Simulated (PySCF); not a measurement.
ZnI, SMILES [Zn+][I], charge +1.

Geometry optimised at B3LYP-D3(BJ)/def2-TZVP. The spin state was assumed, not searched. The def2 effective core potentials stand for the cores of I; spin–orbit coupling is left out.

Level of theory: TDA-PBE/def2-TZVPD in PySCF.

Vertical excitations; the highest root listed may be one member of a degenerate set.  State labels are in the subgroup C2v.

Computed lowest excited states:
| state | symmetry | energy (eV) | λ (nm) | f | main pairs |
|---|---|---|---|---|---|
| S1 | B2 | 1.28 | 966 | 0.002 | HOMO→LUMO (degenerate set) |
| S2 | B1 | 1.28 | 966 | 0.002 | HOMO−1→LUMO (degenerate set) |
| S3 | A1 | 4.74 | 262 | 0.080 | HOMO−2→LUMO 56 %, HOMO−1→LUMO+1 21 %, HOMO→LUMO+2 21 % |
| S4 | A2 | 5.15 | 241 | 0.000 | HOMO→LUMO+1 50 %, HOMO−1→LUMO+2 50 % |
| S5 | A2 | 5.20 | 238 | 0.000 | HOMO−1→LUMO+2, HOMO→LUMO+1 (degenerate set) |
| S6 | A1 | 5.20 | 238 | 0.000 | HOMO→LUMO+2, HOMO−1→LUMO+1 (degenerate set) |
| S7 | A1 | 7.21 | 172 | 1.128 | HOMO−2→LUMO 30 %, HOMO→LUMO+2 23 %, HOMO−1→LUMO+1 23 %, HOMO−7→LUMO 13 % |
| S8 | B1 | 7.52 | 165 | 0.018 | HOMO−1→LUMO+3 (degenerate set) |
| S9 | B2 | 7.52 | 165 | 0.018 | HOMO→LUMO+3 (degenerate set) |
| S10 | B2 | 8.30 | 149 | 0.046 | HOMO−2→LUMO+2 61 %, HOMO−5→LUMO 29 % |
| T1 | B2 | 0.88 | 1413 | 0 | HOMO→LUMO (degenerate set) |
| T2 | B1 | 0.88 | 1413 | 0 | HOMO−1→LUMO (degenerate set) |
| T3 | A1 | 3.10 | 400 | 0 | HOMO−2→LUMO 99 % |
| T4 | A1 | 4.84 | 256 | 0 | HOMO−1→LUMO+1 49 %, HOMO→LUMO+2 49 % |
Triplets are in the Tamm–Dancoff approximation.
